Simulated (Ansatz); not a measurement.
Born–Oppenheimer molecular dynamics of CH$_{9}$AlO$_{2}$Si (14 atoms, charge 0, multiplicity 1). It starts from a rough guess of a transition structure, not a stationary point.

The calculation used UKS BHLYP-D4/STO-3G (Ansatz 0.2.0).

```
ensemble                      : NVE (velocity Verlet)
time step                     : 0.5 fs
steps asked                   : 150
starting velocities drawn for : 100 K
seed                          : 94640
```

First frame:

```xyz
14
Properties=species:S:1:pos:R:3
Al -0.925 -0.414 -0.348
Si 0.449 0.043 1.938
O -0.825 -1.998 -0.783
O -2.120 0.696 -0.575
H 0.628 0.330 0.088
C 0.944 0.570 -1.246
H 1.780 -0.603 1.956
H 0.780 1.467 2.171
H -0.135 -0.370 3.225
H -0.786 -2.920 -0.983
H -2.812 1.335 -0.654
H 1.853 0.042 -1.508
H 1.067 1.633 -1.416
H 0.102 0.190 -1.864
```

Q: How far do the bonds stretch over the last three quarters of this one trajectory? (Pairs bonded in most of those frames.)

A: 
```json
{"bond": "Al1–Si2", "mean (Å)": "2.353", "spread (Å)": "0.232", "shortest": "1.98", "longest": "2.62"}
{"bond": "Al1–O3", "mean (Å)": "1.687", "spread (Å)": "0.101", "shortest": "1.55", "longest": "1.88"}
{"bond": "Al1–O4", "mean (Å)": "1.734", "spread (Å)": "0.120", "shortest": "1.53", "longest": "1.92"}
{"bond": "Si2–H7", "mean (Å)": "1.441", "spread (Å)": "0.033", "shortest": "1.39", "longest": "1.49"}
{"bond": "Si2–H8", "mean (Å)": "1.438", "spread (Å)": "0.028", "shortest": "1.39", "longest": "1.48"}
{"bond": "Si2–H9", "mean (Å)": "1.439", "spread (Å)": "0.032", "shortest": "1.39", "longest": "1.49"}
{"bond": "O3–H10", "mean (Å)": "1.006", "spread (Å)": "0.027", "shortest": "0.95", "longest": "1.06"}
{"bond": "O4–H11", "mean (Å)": "1.019", "spread (Å)": "0.031", "shortest": "0.95", "longest": "1.07"}
{"bond": "H5–C6", "mean (Å)": "1.122", "spread (Å)": "0.101", "shortest": "0.93", "longest": "1.32"}
{"bond": "C6–H12", "mean (Å)": "1.106", "spread (Å)": "0.068", "shortest": "0.98", "longest": "1.24"}
{"bond": "C6–H13", "mean (Å)": "1.099", "spread (Å)": "0.051", "shortest": "1.01", "longest": "1.19"}
{"bond": "C6–H14", "mean (Å)": "1.105", "spread (Å)": "0.065", "shortest": "0.99", "longest": "1.22"}
```

Mean temperature of the second half: 1981 K. The conserved energy stayed within 1.8 meV per atom of its start (net change -0.9 meV per atom), so there is no drift, though single steps change it by up to 22 meV in the whole system, a sign of fast motions only just resolved. The system heated up, since it started high on the potential surface and ran downhill. A run of 0.075 ps of so small a system gives no equilibrium averages. The orbitals stay closed-shell, which can raise the energy where a bond breaks towards radicals; this wasn't checked here. Limits of this set-up: minimal basis.

Time of the run: 9 min on 1 thread of Arm Neoverse V2, with other jobs on the host, peak memory 0.16 GiB.
